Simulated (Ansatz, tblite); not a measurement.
Species of one formula, NiP₂H₆I₂ (singlet), each relaxed with r2SCAN-D4/def2-SVP in Ansatz.

In the def2 sets I takes a core potential; there is no spin–orbit coupling. The xTB rows come from tblite. LC-ωPBE has ω = 0.4 bohr⁻¹. Correlated methods freeze 23 core orbitals; core or outer-core shells of I, Ni are correlated, in sets that lack core-valence functions.

Run but left out: HF/def2-TZVP, MP2/def2-TZVP (A: restricted singlet, unstable towards broken spin symmetry); BHLYP-D4/def2-TZVP (A: restricted singlet, unstable in another Hartree–Fock run and untested here).

A: The restricted singlet is unstable towards broken spin symmetry in Hartree–Fock (as tested in another run); at PBE-D4/def2-SVP, r2SCAN-D4/def2-TZVP, r2SCANh-D4/def2-TZVP, PBE0-D4/def2-SVP and others this wasn't settled. B: The restricted singlet is unstable towards broken spin symmetry in Hartree–Fock (as tested in another run); at PBE-D4/def2-SVP, r2SCAN-D4/def2-TZVP, r2SCANh-D4/def2-TZVP, PBE0-D4/def2-SVP and others this wasn't settled.

Other spin states weren't relaxed.

A:

```tsv
atom	x (Å)	y (Å)	z (Å)
I1	2.147	0.278	-1.300
I2	-2.104	-0.276	1.275
Ni3	0.026	0.003	-0.014
P4	-0.304	-1.938	-0.920
P5	0.312	1.939	0.917
H6	-1.624	-2.381	-1.190
H7	0.126	-3.035	-0.127
H8	0.336	-2.290	-2.137
H9	-0.146	2.170	2.239
H10	-0.371	3.003	0.270
H11	1.602	2.527	0.989
```

B:

```xyz
11

I     2.368    1.931    1.121
I    -1.250    2.824    1.029
Ni    0.204    0.865    0.388
P    -1.638   -0.016   -0.208
P     1.453   -0.770   -0.149
H    -2.412    0.624   -1.208
H    -2.643   -0.215    0.772
H    -1.634   -1.336   -0.767
H     2.215   -1.407    0.862
H     2.473   -0.561   -1.111
H     0.863   -1.940   -0.728
```

Task: Estimate their order by electronic energy at RPA@PBE/def2-TZVP, counted from the lowest.

Result: A (0.00) < B (0.27), in eV.

Task: Do the other levels pick the same lowest one?

Result: All that were run do. Energies above each level's lowest (eV):

| level | A | B |
| --- | --- | --- |
| GFN1-xTB | 0.00 | 0.27 |
| GFN2-xTB | 0.00 | 0.32 |
| PBE-D4/def2-SVP | 0.00 | 0.23 |
| PBE-D4/def2-TZVP | 0.00 | 0.21 |
| r2SCAN-D4/def2-TZVP | 0.00 | 0.23 |
| r2SCANh-D4/def2-TZVP | 0.00 | 0.28 |
| PBE0-D4/def2-SVP | 0.00 | 0.37 |
| PBE0-D4/def2-TZVP | 0.00 | 0.32 |
| LC-ωPBE/def2-TZVP | 0.00 | 0.33 |
| RPA@PBE/def2-TZVP | 0.00 | 0.27 |
Point groups (tolerance 0.1 Å): A C2, B not assigned. A and B have the same bonds, so they are conformers or stereoisomers.
